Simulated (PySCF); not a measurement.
## Frontier orbitals and the lowest excitations

Species: C₅H₉NOSi.
Geometry (GFN2-xTB, Å), atoms numbered from 1 in this order:
```xyz
17
C5H9NOSi angstrom
C      2.1010    0.7175   -0.0636
C      1.5810   -0.4819    0.1075
C      0.2987   -0.7891    0.8387
C     -0.7579   -1.2939   -0.1538
C     -1.5217   -0.0985   -0.6839
O     -2.0728   -0.0816   -1.7566
Si    -1.4156    1.2835    0.6366
N     -0.2920    0.3413    1.5270
H      1.6305    1.6035    0.3286
H      3.0192    0.8653   -0.6054
H      2.0733   -1.3572   -0.2957
H      0.5174   -1.5752    1.5772
H     -0.3298   -1.8915   -0.9587
H     -1.4949   -1.9034    0.3758
H     -0.9556    2.5443    0.0484
H     -2.6419    1.4573    1.4120
H      0.2539    0.6715    2.3053
```

Method: TDDFT wB97X-D/def2-SVPD, vertical, gas phase, core orbitals frozen in the response (PySCF 2.14.0, density-fitted response routines).

Frontier orbitals with the atoms that hold most of them (Löwdin shares over 4%, at most four atoms; ? is withheld):

```tsv
orbital	ε (eV)	atoms
HOMO-3	-11.74	O6 22%, Si7 14%, H16 11%, C4 8%
HOMO-2	-9.82	C1 37%, C2 35%, C3 6%, C4 5%
HOMO-1	-9.12	?
HOMO	?	O6 47%, C5 16%, Si7 11%, C4 11%
LUMO	0.62	?
LUMO+1	1.75	Si7 24%, C1 12%, C2 11%, H17 8%
LUMO+2	1.88	C1 24%, C2 20%, Si7 14%, H15 5%
```

Which atoms hold the LUMO, and with what shares?

C5 (bonded to C, O and Si) 36%; O6 (bonded to C) 30%; Si7 (bonded to C, N and 2 H) 11%; C4 (bonded to 2 C and 2 H) 8%. By element: carbon 44% or more, oxygen 30%, silicon 11%.

Give the leading atoms of the HOMO-1.

N8 (bonded to C, Si and H) 51%; Si7 (bonded to C, N and 2 H) 10%; C3 (bonded to 2 C, N and H) 8%; C2 (bonded to 2 C and H) 7%. By element: nitrogen 51%, carbon 15% or more, silicon 10%.

What is the HOMO energy, and the HOMO–LUMO gap?

ε(HOMO) = -8.53 eV; the gap is 9.15 eV (0.3361 hartree).

How does S1 compare with the orbital gap of 9.15 eV?

S1 is at 3.36 eV (f = 0.0008), 5.78 eV below the gap, made of HOMO→LUMO (94%). 

One configuration dominates each of S1, S2 and S6. Which, and how do the shares of the two leading atoms of either orbital change from the occupied to the empty one?

- S1 (3.36 eV, f 0.0008), HOMO→LUMO (94%): O6 47% → 30%, C5 16% → 36%
- S2 (5.39 eV, f 0.017), HOMO-1→LUMO (95%): N8 51% → at most 8%, Si7 10% → 11%, C5 at most 7% → 36%, O6 at most 7% → 30%
- S6 (6.51 eV, f 0.0018), HOMO-2→LUMO (94%): C1 37% → at most 8%, C2 35% → at most 8%, C5 at most 5% → 36%, O6 at most 5% → 30%

Löwdin shares depend on the basis, the more so with diffuse functions.

One conformer stands for the species.
